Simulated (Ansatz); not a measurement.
GeH5N (SMILES [NH2][GeH3]) moved off its minimum; all values from Ansatz (an electronic-structure program), cores frozen in correlated methods.
(charge 0, multiplicity 1)
```xyz
7

Ge    -0.3400     0.1106     0.0071
N      1.5360    -0.1134    -0.2762
H     -1.0964    -0.9600    -1.0508
H     -0.5899     1.4565    -0.2480
H     -0.8429    -0.3139     1.4940
H      1.7680    -1.0674    -0.0944
H      2.0519     0.5407     0.4085
```

Forces at r2SCAN/def2-TZVPP (eV/Å):

```csv
atom,Fx,Fy,Fz
Ge1,0.495,-4.646,0.303
N2,-0.538,2.219,1.179
H3,0.833,1.280,1.117
H4,-0.720,3.018,-0.611
H5,0.351,0.341,-1.001
H6,0.498,-0.527,0.365
H7,-0.918,-1.684,-1.352
```

**Question.** Give the forces (eV/Å), the total energy and the dipole at CCSD(T)/cc-pVTZ.

**Answer.** 
```tsv
atom	Fx	Fy	Fz
Ge1	0.540	-4.895	0.362
N2	-0.463	2.221	1.169
H3	0.774	1.222	1.055
H4	-0.810	3.361	-0.671
H5	0.315	0.331	-0.931
H6	0.538	-0.542	0.367
H7	-0.894	-1.697	-1.351
```
Energy -2133.1609 hartree, dipole 1.10 D.
